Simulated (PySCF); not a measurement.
PySCF 2.14 output of an unrestricted PBE calculation on a single atom or ion in aug-cc-pVDZ-PP with ECP28MDF, with scalar relativity through the core potential:

```
SCF conv_tol = 1e-09
number electrons alpha = 10  beta = 9
    J. P. Perdew, K. Burke, and M. Ernzerhof.,  Phys. Rev. Lett. 77, 3865 (1996)
    J. P. Perdew, K. Burke, and M. Ernzerhof.,  Phys. Rev. Lett. 78, 1396 (1997)
    J. P. Perdew, K. Burke, and M. Ernzerhof.,  Phys. Rev. Lett. 77, 3865 (1996)
    J. P. Perdew, K. Burke, and M. Ernzerhof.,  Phys. Rev. Lett. 78, 1396 (1997)
cycle= 1 E= -189.205757968145  delta_E= -0.00501  |g|= 0.0245  |ddm|= 0.427
cycle= 2 E= -189.205970649369  delta_E= -0.000213  |g|= 0.0111  |ddm|= 0.0749
cycle= 3 E= -189.206027224924  delta_E= -5.66e-05  |g|= 2.23e-05  |ddm|= 0.0227
cycle= 4 E= -189.206027225154  delta_E= -2.3e-10  |g|= 3.69e-07  |ddm|= 5.03e-05
converged SCF energy = -189.206027225154  <S^2> = 0.75027792  2S+1 = 2.0002779
```

The run itself started from symmetry-adapted Hartree-Fock orbitals and held the occupation by maximum overlap, on a logarithmic radial grid, so the iterations belong to that start.

Q: Which element, charge and spin multiplicity is this?

A: In²⁺ (indium, charge +2), multiplicity 2; the state was [Kr] 4d10 5s1, 2S determinant.

Energies and moments cover only the electrons outside the core potential.
